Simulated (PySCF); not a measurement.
# ReSe₂⁺: bending curve

Level of theory: UPBE in PySCF with Re def2-SVP with ECP60, Se def2-SVP; scalar-relativistic core potentials, no spin–orbit coupling; density-fitted integrals.

Rigid scan from the triplet minimum (Re–Se 2.226 Å (×2); Se–Re–Se 110.6°). Coordinate: the Se–Re–Se angle, bonds fixed. Energies in kJ/mol from the minimum.

| bond angle (°) | E (kJ/mol) | dipole size (D, about the centre of mass) | ⟨S²⟩ |
| --- | --- | --- | --- |
| 80 | 138.8 | 1.32 | 2.79 |
| 90 | 59.3 | 1.19 | 2.04 |
| 100 | 13.9 | 1.25 | 2.04 |
| 110 | 0.3 | 1.35 | 2.04 |
| 120 | 8.9 | 1.46 | 2.06 |
| 130 | 34.2 | 1.57 | 2.09 |
| 140 | 70.9 | 1.60 | 2.18 |
| 150 | 112.3 | 1.48 | 2.40 |
| 160 | 149.9 | 1.12 | 2.73 |
| 170 | 176.6 | 0.61 | 3.01 |
| 180 | 178.4 | 0.00 | 3.09 |

With the bonds held, the linear shape lies 178.4 kJ/mol from the minimum.

Spin contamination is strong at 80, 150, 160, 170, 180, so these points are less reliable.

Open d and f shells are described by one determinant, and the ground state may have another occupation or spin. No spin–orbit coupling is included, which matters more the heavier the element.

Other isomers or separated fragments may lie lower.
